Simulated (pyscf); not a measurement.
# H₃C–Zn–SH (SMILES [CH3][Zn][SH]), singlet

Gas-phase minimum from PySCF at ωB97X-D3(BJ)/def2-SVP, one conformer. 

```
Zn
C 1 1.9377
H 2 1.1023 1 111.41
H 2 1.1023 3 107.75 1 -122.46
H 2 1.1026 3 107.60 4 -115.70
S 1 2.1817 5 155.78 2 179.90
H 6 1.3492 1 93.10 5 172.06
```

Properties at ωB97X-D3(BJ)/def2-SVP:

```json
{
 "harmonic_wavenumbers_unscaled": "17, 114, 119, 382, 591, 606, 689, 693, 1226, 1442, 1443, 2744, 3064, 3164, 3166 cm⁻¹",
 "zero_point_energy": "27.8 kcal/mol",
 "rotational_symmetry_number": "1",
 "Entropy of this conformer at 298 K and 1 atm, rigid rotor and harmonic oscillator, modes under 100 cm⁻¹ raised to 100": "319.2 J/(mol K)",
 "dipole_moment": "1.96 D"
}
```

Single-point totals, which compare only within one level (frozen core for MP2 and CC):

| level | total energy (hartree) |
|---|---|
| ωB97X-D3(BJ)/def2-TZVP | -2218.16480 |
| PBE/def2-TZVP | -2217.66331 |
| r²SCAN/def2-TZVP | -2218.09391 |
| B3LYP-D3(BJ)/def2-TZVP | -2218.24305 |
| PBE0-D3(BJ)/def2-TZVP | -2217.72555 |
| M06-2X/def2-TZVP | -2218.09225 |
| ωB97M-D3(BJ)/def2-TZVP | -2218.24819 |
| HF/def2-TZVPP | -2215.58767 |
| MP2/def2-TZVPP | -2216.78979 |
| CCSD/def2-TZVPP | -2216.73738 |
| CCSD(T)/def2-TZVPP | -2216.77203 |

The lowest mode is so soft that the shape along it may change with the basis. Soft torsions are taken as harmonic, which can shift the entropy by several J/(mol K). The CCSD(T) − MP2 part came from Ansatz, without density fitting, on the same reference. The frozen core leaves the outer d or s,p core shells of the metals and heavy elements correlated in the MP2 and CC values, and def2-TZVPP describes them poorly, so these totals are far from the basis limit. Elements up to Kr have no core potential and no relativistic terms here.
